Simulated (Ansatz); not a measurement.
Job for Ansatz (an electronic-structure program): R-CCSD(T)/aug-cc-pV(D+d)Z on CH7AlO (a complex), monomers drawn apart or pushed together. Files ending in .json are basis or fitting sets from the Basis Set Exchange.

Ansatz 0.2 input:
```yaml
crystal:
  periodic: [false, false, false]
  atoms:
    - {symbol: C, position_ang: [-0.17782191, 0.91678711, -0.61249953]}
    - {symbol: Al, position_ang: [-0.32978266, -0.37361313, 0.86026338]}
    - {symbol: H, position_ang: [0.86233420, 1.09224218, -0.90214643]}
    - {symbol: H, position_ang: [-0.69800575, 0.55581439, -1.50582924]}
    - {symbol: H, position_ang: [-0.61951890, 1.88521093, -0.36002209]}
    - {symbol: H, position_ang: [0.58492859, -1.68608149, 0.82906625]}
    - {symbol: H, position_ang: [-1.71430386, -0.46922958, 1.65672070]}
    - {symbol: O, position_ang: [1.38356532, 0.81661192, 3.86701539]}
    - {symbol: H, position_ang: [2.11782356, 0.25963303, 4.15743257]}
    - {symbol: H, position_ang: [0.80551410, 0.95948036, 4.62804090]}
basis:
  gaussian:
    orbitals: aug-cc-pV_D+d_Z.json
magnetization: {spin_polarized: false}
correlation: {method: ccsd_t, electrons: outside_noble_gas}
scf: {lower_state_search: off}
```

Output:

```
WARN ansatz: RAYON_NUM_THREADS=1 ignored (pool sized by the plan → 1); use --threads N
Functional definition: HF
these checks for a lower state are left out or cut short: stability, starts, cluster_reference, orbital_swaps, neighbouring_geometries, increment
integrals: 0.35 GiB planned
1382 factors; integrals over basis functions are off by at most 9.5e-4 eV
mean field: 0.34 GiB planned
mean field evaluation 1: about -9757.3380 eV, gradient 4.3e1 eV
mean field evaluation 2: about -9757.3374 eV, gradient 4.3e1 eV
mean field evaluation 4: about -9761.4808 eV, gradient 3.1e0 eV
mean field evaluation 8: about -9761.5202 eV, gradient 2.5e-4 eV
mean field -9761.52018677 eV, -358.7292502676 hartree, gradient 1.3e-6 eV, S^2 0.000000; 0 other end points of the search recorded, 0 dependent functions left out
7 core orbitals not correlated
reference -9761.52018677 eV, -358.7292502676 hartree; 10, 10 occupied and 124, 124 virtual orbitals, 1382 factors
second order -12.29230874 eV of doubles, -0.00000000 eV of singles
coupled cluster: 1.07 GiB planned
cycle   1  -13.06774067 eV  change   -7.8e-1 eV  update   8.1e-2
cycle   2  -13.43492487 eV  change   -3.7e-1 eV  update   2.5e-2
cycle   3  -13.50635963 eV  change   -7.1e-2 eV  update   1.1e-2
cycle   4  -13.50363685 eV  change    2.7e-3 eV  update   2.5e-3
cycle   5  -13.50331066 eV  change    3.3e-4 eV  update   8.6e-4
cycle   6  -13.50337443 eV  change   -6.4e-5 eV  update   2.5e-4
cycle   7  -13.50328290 eV  change    9.2e-5 eV  update   8.8e-5
cycle   8  -13.50326428 eV  change    1.9e-5 eV  update   2.9e-5
cycle   9  -13.50326687 eV  change   -2.6e-6 eV  update   1.1e-5
perturbative correction -0.33499334 eV, -0.0123107783 hartree
Total energy: -9775.35844698 eV, -359.2377969506 hartree
Checks for a lower state left out: stability, starts, cluster_reference, orbital_swaps, neighbouring_geometries, increment
```

The run converged.

Cost: about 13 core-seconds (a rough figure).
